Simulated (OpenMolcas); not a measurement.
V4+ (d1) among equal point charges was computed by CASSCF with the d shell active (OpenMolcas, ANO-RCC-VDZP on the metal). Its lowest spin-free states, and all those of the highest spin:

| 2S+1 | Degeneracy | E (cm-1) |
| --- | --- | --- |
| 2 | 1 | 0.0 |
| 2 | 2 | 779.7 |
| 2 | 1 | 25744 |
| 2 | 1 | 41628 |

Question: Is the site octahedral, tetrahedral or cube-like, axial, or of lower symmetry?

Answer: The states with 2S+1 = 2 have orbital degeneracies 1, 2, 1, 1. There are pairs but no triples, so the site is axial: not cubic, but with a proper or improper axis of order three or more. The run had V4+ among 4 point charges of -3 e arranged as a square (D4h), 1.56 Å from the ion. The active orbitals were held to one l.

This is an electrostatic model: the charges have no orbitals. No measured value stands beside these numbers.
